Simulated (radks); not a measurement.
Task: The mean radii <r> (bohr) of the occupied orbitals of an atom or ion are listed with their occupations. All-electron calculation, scalar-relativistic Kohn-Sham, PBE, spin-polarised, spherical densities, point nucleus. Program: a radial shooting solver on a logarithmic mesh with Libxc functionals.

| orbital | occ. | <r> |
|---|---|---|
| 1s up | 1 | 0.08573 |
| 1s down | 1 | 0.08571 |
| 2s up | 1 | 0.4129 |
| 2s down | 1 | 0.4127 |
| 2p up | 3 | 0.3749 |
| 2p down | 3 | 0.3748 |
| 3s up | 1 | 1.251 |
| 3s down | 1 | 1.257 |
| 3p up | 2 | 1.330 |

Name the element and its charge. Open shells, if any, are filled with parallel spins first.

Result: Z = 18, argon, charge +4: Ar4+ in [Ne] 3s2 3p2. The 1s radius gives Z: for a bare nucleus <r> = (2 gamma + 1)/(2Z) with gamma = sqrt(1 - (Z/c)^2), 0.08285 bohr for Z = 18, and screening makes it slightly larger (0.08573 here). The occupations add up to 14, and the charge is Z minus that.
